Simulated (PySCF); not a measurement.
C5H4F4O2.
Numbering: `[O:1]=[C:2]([C@@H:3]1[O:4][CH2:5][C@@H:6]1[F:7])[C:8]([F:9])([F:10])[F:11]` (hydrogens: H12 on C3; H13, H14 on C5; H15 on C6)

Level of theory: TDDFT wB97X-D/def2-SVPD, vertical, gas phase, core orbitals frozen in the response in PySCF. Geometry: PBE0-D3(BJ)/def2-SVP, one conformer, isolated molecule. Torsions of this conformer, `[O:1]=[C:2]([C@@H:3]1[O:4][CH2:5][C@@H:6]1[F:7])[C:8]([F:9])([F:10])[F:11]`: O1–C2–C3–O4 -167°, O1–C2–C8–F9 -129°.

Problem. Predict the UV-vis stick spectrum at this level.

Solution. 

| state | E (eV) | λ (nm) | ν̃ (cm⁻¹) | f | \|μ\| (D) | main configurations (H = HOMO, L = LUMO) |
| --- | --- | --- | --- | --- | --- | --- |
| S1 | 4.09 | 303.3 | 32970 | 0.0001 | 0.07 | H→L (77%), H-1→L (19%) |
| S2 | 5.96 | 208.0 | 48080 | 0.0068 | 0.55 | H-1→L (74%), H→L (22%) |
| S3 | 6.98 | 177.7 | 56280 | 0.041 | 1.25 | H-2→L (88%), H-3→L (8%) |
| S4 | 7.30 | 169.8 | 58890 | 0.027 | 0.99 | H-3→L (84%), H-2→L (10%) |
| S5 | 7.70 | 161.1 | 62090 | 0.0012 | 0.20 | H→L+2 (53%), H→L+1 (24%) |
| S6 | 8.15 | 152.1 | 65750 | 0.014 | 0.67 | H→L+1 (58%), H→L+2 (25%) |
| S7 | 8.51 | 145.6 | 68680 | 0.0002 | 0.07 | H-5→L (46%), H-7→L (21%), H-4→L (15%) |
| S8 | 8.68 | 142.9 | 69980 | 0.0053 | 0.40 | H→L+3 (55%), H-1→L+1 (14%), H→L+4 (10%) |
| S9 | 8.88 | 139.7 | 71590 | 0.0029 | 0.29 | H-1→L+2 (55%), H→L+4 (9%), H→L+3 (8%) |
| S10 | 9.01 | 137.7 | 72630 | 0.017 | 0.72 | H→L+4 (30%), H-1→L+3 (17%), H-1→L+1 (16%) |

Triplets, Tamm–Dancoff:

```csv
state,E (eV),λ (nm),"main configurations (H = HOMO, L = LUMO)"
T1,3.53,351.0,"H→L (72%), H-1→L (23%)"
T2,5.56,222.9,"H-1→L (50%), H-4→L (18%), H→L (13%)"
T3,5.95,208.5,"H-3→L (22%), H-4→L (17%), H-1→L (17%)"
T4,6.94,178.6,"H-2→L (72%), H-4→L (16%)"
```

The lowest singlet comes at 303 nm (394 kJ/mol) in the ultraviolet; it is dark (f under 0.0005); its leading configuration is HOMO→LUMO (77%). The strongest level in the table is S3 at 6.98 eV (178 nm, f = 0.041). Löwdin shares by element: HOMO oxygen 58%, carbon 18% or more (atoms not listed hold the other 24%); LUMO carbon 48% or more, oxygen 33% or more (atoms not listed hold the other 18%). The oscillator strengths of these states sum to 0.116; summed over the whole spectrum of an exact calculation they would give the number of electrons, 86 (Thomas–Reiche–Kuhn). The listed states span 4.92 eV, and the widest gap between neighbours is 1.87 eV (S1 to S2). Orbital energies (eV): HOMO-3 -12.10, HOMO-2 -11.79, HOMO-1 -11.12, HOMO -10.08, LUMO -0.28, LUMO+1 2.05, LUMO+2 2.37. No computed singlet lies in the visible range (380 to 750 nm); the lowest, at 303 nm, stands 0.82 eV above its violet end (3.26 eV). Only the lowest 10 singlets were computed, as vertical energies without vibronic structure.
